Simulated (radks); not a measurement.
The numbers below are computed, except where a source is named.
Q: Tm54+, configuration [Ne] 3s2 3p3. Level of theory: Dirac Kohn-Sham, PBE, spin-unpolarised, spherical densities, finite nucleus; open shells fill j = l - 1/2 first; Fermi nuclear charge, rms radius 5.2256 fm (a radial shooting solver on a logarithmic mesh with Libxc functionals).

Spin-orbit splittings of the eigenvalues, e(l+1/2) - e(l-1/2), with zeta = 2 splitting/(2l+1) and mean radii in bohr:

shell  occ.  splitting (eV)  zeta (eV)  <r> j=l-1/2  <r> j=l+1/2
2p        6               ?          ?      0.06919      0.07631
3p        3           261.6      174.4       0.1906       0.2013

Estimate the 2p splitting.

A: 1004 eV (zeta = 669.4 eV).
